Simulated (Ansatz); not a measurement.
Consider the hydrogenolysis of a Ga–O bond: `[NH2][Ga]([OH])[Br]` + H₂ → `[NH2][GaH][Br]` + H₂O.

Calculated with Ansatz (gas phase, PBE0-D4/def2-TZVP geometries, no zero-point term in ΔE). CBS: MP2 limit from def2 TZ/QZ plus the TZ coupled-cluster correction, frozen cores. This one scheme is used for every species. Functionals use def2-TZVPP. B3LYP here is the variant with VWN-RPA as its local correlation; programs differ in this. For Br, Ga outer-core shells are correlated without core-valence functions, which leaves a few kJ/mol of doubt a bond. Scalar relativity is left out up to krypton. Each species was taken in one conformer, which may not be the lowest.

(1) Is it downhill or uphill in electronic energy at CCSD(T)/CBS, and by how much? (Best estimate.)

(2) What do these levels give: B3LYP-D4, ωB97X-V, r2SCAN0, SCS-MP2/def2-TZVPP, MP2/CBS(def2), CCSD/CBS(def2)? (Estimate.)

Largest T1 diagnostic among the species: 0.011.

Results:

(1) Ansatz gave: Uphill: ΔE = +5.9 kcal/mol.

(2) The calculation gave: B3LYP-D4 5.7, ωB97X-V 5.8, r2SCAN0 5.3, SCS-MP2/def2-TZVPP 7.8, MP2/CBS(def2) 7.5, CCSD/CBS(def2) 5.0 kcal/mol.

In def2-TZVPP, CCSD(T) changes the Hartree–Fock value by +3.0 kcal/mol (the triples alone add +0.9 kcal/mol) and MP2 by +4.6 kcal/mol. From PBE to PBE0 (25 % exact exchange), in def2-TZVPP and without D4, ΔE moves by −0.8 kcal/mol.
